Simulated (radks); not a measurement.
Results of a calculation; reference values are marked as such.
Ionisation of the selenium ion Se+, [Ar] 3d10 4s2 4p3, to Se2+, [Ar] 3d10 4s2 4p2, under several functionals. Dirac Kohn-Sham, spin-unpolarised, spherical densities, point nucleus; open shells fill j = l - 1/2 first; a radial shooting solver on a logarithmic mesh with Libxc functionals.

| functional | E(Se+) (hartree) | Exc (hartree) | IE (eV) | -e(HOMO) (eV) | <r> HOMO (bohr) | IE error (eV) |
|---|---|---|---|---|---|---|
| LDA (Slater exchange, Perdew-Zunger correlation) | -2426.54642 | -84.37683 | 20.314 | 15.368 | 2.130 | -0.882 |
| BLYP | -2430.16044 | -88.04549 | 19.996 | 15.058 | 2.142 | -1.200 |
| BP86 | -2430.37617 | -88.27081 | 20.247 | 15.317 | 2.130 | -0.949 |
| LDA (Slater exchange, Perdew-Wang correlation) | -2426.54878 | -84.37906 | 20.310 | 15.364 | 2.130 | -0.886 |
| B86b exchange with PBE correlation | -2430.15445 | -88.04625 | 20.136 | 15.214 | 2.134 | -1.060 |
| revPBE | -2429.89875 | -87.78745 | 20.064 | 15.152 | 2.135 | -1.132 |
| HCTH/407 | -2431.33791 | -89.35600 | 20.304 | 15.372 | 2.130 | -0.892 |
| PW91 | -2430.24547 | -88.14093 | 20.184 | 15.256 | 2.134 | -1.012 |

NIST Atomic Spectra Database: 21.20 eV (measured). Closest: LDA (Slater exchange, Perdew-Zunger correlation). The Delta-SCF values span 0.32 eV, the total energies 4.79 hartree. The highest occupied level is 4p3/2. Spin polarisation and multiplet splitting are left out, so open shells lie too high by an amount that depends on their filling.

Beside tabulated values, note that spin-unpolarised runs miss the spin-polarisation part of the exchange energy of open shells.
